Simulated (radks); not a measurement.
The numbers below are computed, except where a source is named.
Valence configurations of Eu2+ (all share [Xe]). Level of theory: non-relativistic Kohn-Sham, BLYP, spin-polarised, spherical densities, point nucleus; open shells are filled with parallel spins first (spin-orbit coupling, left out, can overturn this in heavy ions); relativity is left out, which matters for an element this heavy (a radial shooting solver on a logarithmic mesh with Libxc functionals). Order these by energy: 4f5 6p2; 4f5.5 6s1 6p0.5; 4f5 5d2; 4f7; 4f6 6s1; 4f4 5d3; 4f4.5 6s0.5 6p2; 4f6 6p1; 4f5 5d1 6s1; 4f6 5d1.

Answer. From the lowest, in eV above it: 4f7 0.000; 4f6 5d1 8.708; 4f6 6s1 10.790; 4f6 6p1 14.562; 4f5.5 6s1 6p0.5 21.197; 4f5 5d2 22.688; 4f5 5d1 6s1 25.870; 4f5 6p2 38.286; 4f4 5d3 42.565; 4f4.5 6s0.5 6p2 51.741. NIST lists [Xe] 4f7 as the ground configuration; this level of theory agrees among the configurations tried. The energies are those of spherical high-spin densities, not of single terms. Relativity is left out, which favours d and f over s occupation in heavy atoms.
